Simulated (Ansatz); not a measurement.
Basis sets compared for GeF₂⁺ (the lowest doublet isomer of a short search). The state is a doublet with charge 1. Geometry PBE-D4/def2-TZVP. Ansatz on 4 threads of Arm Neoverse V1 on a shared host; times are rough, and most runs start from earlier orbitals.

Cartesian coordinates in Å:
```
Ge -0.237 0.517 -0.154
F -1.153 -0.663 0.673
F 1.390 0.146 -0.518
```

The 6-31G sets use Cartesian d functions. The structure comes from a short search, and lower isomers may exist.

| level | functions | energy (Eh) | HOMO (eV) | LUMO (eV) | wall time |
| --- | --- | --- | --- | --- | --- |
| HF/STO-3G | 28 | -2247.5819 | -17.23 | -5.46 | 0.1 s |
| HF/6-31G | 47 | -2273.5391 | -21.16 | -9.75 | 0.2 s |
| PBE-D4/def2-SVP | 60 | -2275.4390 | -15.85 | -14.61 | 0.5 s |
| PBE0-D4/def2-SVP | 60 | -2275.4754 | -17.41 | -13.64 | 0.7 s |

(1) Estimate the rows for PBE-D4/def2-TZVP (with forces), PBE0-D4/def2-TZVP.

Answers

(1) 
| level | functions | energy (Eh) | HOMO (eV) | LUMO (eV) | wall time |
| --- | --- | --- | --- | --- | --- |
| PBE-D4/def2-TZVP (with forces) | 110 | -2275.9560 | -15.85 | -14.59 | 0.95 s |
| PBE0-D4/def2-TZVP | 110 | -2275.9938 | -17.35 | -13.56 | 1.8 s |
